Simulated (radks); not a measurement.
The numbers below are computed, except where a source is named.
Effect of the nuclear size on neutral rhodium, [Kr] 4d8 5s1. Code: a radial shooting solver on a logarithmic mesh with Libxc functionals. Model: Dirac Kohn-Sham, BLYP, spin-unpolarised, spherical densities, finite nucleus; open shells fill j = l - 1/2 first; Fermi nuclear charge, rms radius 4.4945 fm. The rms radius is varied about that value; shifts are against it.

rms radius (fm)  total energy shift (eV)  density at nucleus (e/bohr^3)  1s1/2 shift (meV)  2s1/2 shift (meV)  3p1/2 shift (meV)  4s1/2 shift (meV)  4p1/2 shift (meV)  5s1/2 shift (meV)
3.8113                            -0.620                      1.236e+05               -261              -28.7              0.346             -0.942              0.063             -0.055
4.2922                            -0.193                      1.217e+05              -81.3              -8.93              0.108             -0.293              0.020             -0.017
4.4945                                 0                       1.21e+05              0.000              0.000              0.000              0.000              0.000              0.000
4.7057                             0.210                      1.204e+05               88.3               9.71             -0.117              0.318             -0.021              0.019
5.3844                             0.940                      1.184e+05                396               43.5             -0.525               1.43             -0.096              0.083

Slopes of the eigenvalues against <r^2> in GHz/fm^2, as finite differences over the two radii next to the reference (eigenvalue slopes, not the field-shift constants of lines): 1s1/2 11000, 2s1/2 1210, 3p1/2 -14.6, 4s1/2 39.7, 4p1/2 -2.68, 5s1/2 2.31.
